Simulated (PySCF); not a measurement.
**MP cations for M along the fourth-period p block**

PBE0 with triple-zeta basis sets in PySCF, for the lowest determinant that a PBE0 search found; no spin–orbit coupling. De refers to high-spin ground-configuration atoms (the charge goes to the atom of lower measured ionisation energy or higher electron affinity, which is not always the lowest computed limit). A positive dipole points towards P; it is taken about the centre of mass and depends on that origin.

| M | basis | charged atom | state (unpaired electrons) | Re (Å) | ωe (cm⁻¹) | De (eV) | μ (D) |
| --- | --- | --- | --- | --- | --- | --- | --- |
| Ga | def2-TZVPPD | Ga+ | quartet (σ ↑, π ↑↑) | 2.606 | 161 | 0.63 | -0.15 |
| Ge | def2-TZVPPD | Ge+ | triplet (π ↑↑) | 2.303 | 398 | 2.80 | 0.34 |
| Br | def2-TZVPPD | P+ | doublet (π ↑) | 2.055 | 554 | 4.46 | 3.03 |

The shortest bond is that of PBr⁺ (2.055 Å), the longest that of GaP⁺ (2.606 Å). PBr⁺ is bound most strongly (4.46 eV) and GaP⁺ least (0.63 eV).

The state changes along the series, so neighbouring rows are not always alike in their bonding.

Spin–orbit coupling is left out. For an ion De counts to the pair picked by the measured ionisation energies or electron affinities, which need not be the lowest pair at this level. States were picked by a PBE0 search and need not be the measured ground states.
